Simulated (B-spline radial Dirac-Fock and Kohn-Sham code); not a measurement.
Relativistic shifts of the levels of Ce³³⁺

System: Ce³³⁺, configuration [Ar] 3d7.

Both columns are ΔSCF binding energies of the configuration average from an atomic code on a B-spline grid: non-relativistic Hartree-Fock with a point nucleus, and Dirac-Fock with a finite nucleus and the Coulomb interaction alone, averaged over the two j levels with weights 2j+1.

```tsv
shell	Hartree-Fock (eV)	Dirac-Fock (eV)	shift (eV)	shift (%)
1s	40100.5	42067.6	+1967.09	+4.91
2s	7486.4	7995.8	+509.42	+6.80
2p	7149.8	7315.4	+165.64	+2.32
3s	2581.0	2712.3	+131.30	+5.09
3p	2436.7	2488.1	+51.37	+2.11
3d	2196.6	2194.9	-1.63	-0.07
```

Relativity binds 1s, 2s, 2p, 3s, 3p more strongly, among those listed most of all 2s in relative terms, and 3d more weakly, because the contracted s and p shells screen the nucleus better.

Values without a named source are computed, but for edge energies of neutral atoms, which are taken from tables.
